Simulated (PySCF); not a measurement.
Structure elucidation problem

The spectra below were simulated for a compound C4H14O2Si3.

¹H NMR (500 MHz, computed): δ 5.77 (q, 1H), 5.30 (s, 2H), 4.28 (s, 3H), 4.16 (q, 2H), 4.13 (d, 3H), 1.35 (t, 3H).

¹³C{¹H} NMR (computed): δ 170.0, 126.6, 61.0, 20.7.

Single conformer, isolated molecule, no relativistic terms, averaged over atoms made equivalent by symmetry, fast rotation or ring inversion. Shielding tensors at PBE0/pcSseg-1 (GIAO); geometry: GFN2-xTB; PySCF 2.14.

Scale: ¹H (σ = 31.72 ppm) and ¹³C (σ = 186.93 ppm) vs TMS (reference shieldings calculated alike).

Task: Which of these isomers gave the spectra?
A. CC(C)[Si@@H]([SiH3])OC(=O)[SiH3]
B. C=C(C)[SiH2][Si@H](OC)O[SiH3]
C. CCO[SiH2]O/C([SiH3])=C\[SiH3]

Result: C. 

The formula gives 1 degree of unsaturation (no ring in the answer). 4 carbon signals for 4 carbons: no two carbons are equivalent. Carbon types of the structure: 1 × C, 1 × CH, 1 × CH2, 1 × CH3, leaving 8 H on heteroatoms. δC 170.0: alkene carbon bearing oxygen; an sp2 carbon further deshielded by the attached heteroatom. δC 126.6: β carbon of an enol-ether or enamine type C=C. δC 61.0: sp3 CH2 bonded to O; the inductive effect lowers its shielding. δC 20.7: methyl carbon; a saturated carbon with 1 carbon neighbour and no heteroatom attached. δH 5.77: hydrogen on a β carbon of an enol-ether or enamine type C=C; a vinylic proton, deshielded by the sp2 carbon and the C=C anisotropy.

The others: C=C(C)[SiH2][Si@H](OC)O[SiH3] would give 8 signals for carbon-bound and other non-exchanging H, not 6; CC(C)[Si@@H]([SiH3])OC(=O)[SiH3] has carbons computed at 189.6, 22.5, 21.2, 17.5, with a different DEPT pattern.

Shifts are as computed. Against solution values, carbons near 30 ppm lie about +3 ppm off and those near 130 ppm about +5 ppm. Of 1309 compounds with measured shifts, 239 miss one by over three times the rms of a fit or turn the order of signals round; such compounds aren't used in these exercises. No couplings were computed; multiplicities are counted from neighbouring protons, with m where these are inequivalent, close in shift, in a saturated or five-membered ring or joined by F or P, and br s for small geminal =CH2 splittings.
